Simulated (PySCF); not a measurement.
CH₃Cl₂FOSi. Atoms are numbered in the order given.

```xyz
9

C     -2.3114    -0.1282    -1.2266
O     -0.9710     0.3327    -1.1516
Si     0.1800    -0.1495    -0.1091
F      0.6602    -1.6527    -0.4364
Cl     1.7778     1.0953    -0.2969
Cl    -0.5316    -0.1658     1.8141
H     -2.7985    -0.1006    -0.2375
H     -2.3525    -1.1588    -1.6167
H     -2.8602     0.5326    -1.9122
```
Charge 0, spin multiplicity 1.

Coordinates come from a B3LYP-D3(BJ)/def2-SVP optimisation. One conformer was computed; it need not be the lowest.

The numbers are results of PySCF with HF/def2-TZVP, not measurements.

Atomic charges (e):

```csv
atom,Löwdin,Mulliken,meta-Löwdin
C1,-0.30,-0.12,-0.02
O2,0.03,-0.46,-0.69
Si3,-0.51,1.11,1.56
F4,-0.04,-0.39,-0.55
Cl5,0.27,-0.24,-0.29
Cl6,0.24,-0.27,-0.31
H7,0.10,0.12,0.10
H8,0.10,0.12,0.10
H9,0.11,0.13,0.11
```

Computed Mayer and Wiberg (Löwdin basis) orders of the bonds:
| bond | Mayer | Wiberg |
|---|---|---|
| C1–O2 | 0.86 | 1.46 |
| O2–Si3 | 1.19 | 1.59 |
| Si3–F4 | 1.01 | 1.63 |
| Si3–Cl5 | 1.17 | 1.84 |
| Si3–Cl6 | 1.11 | 1.79 |
| C1–H7 | 0.98 | 0.94 |
| C1–H8 | 0.98 | 0.95 |
| C1–H9 | 0.98 | 0.94 |
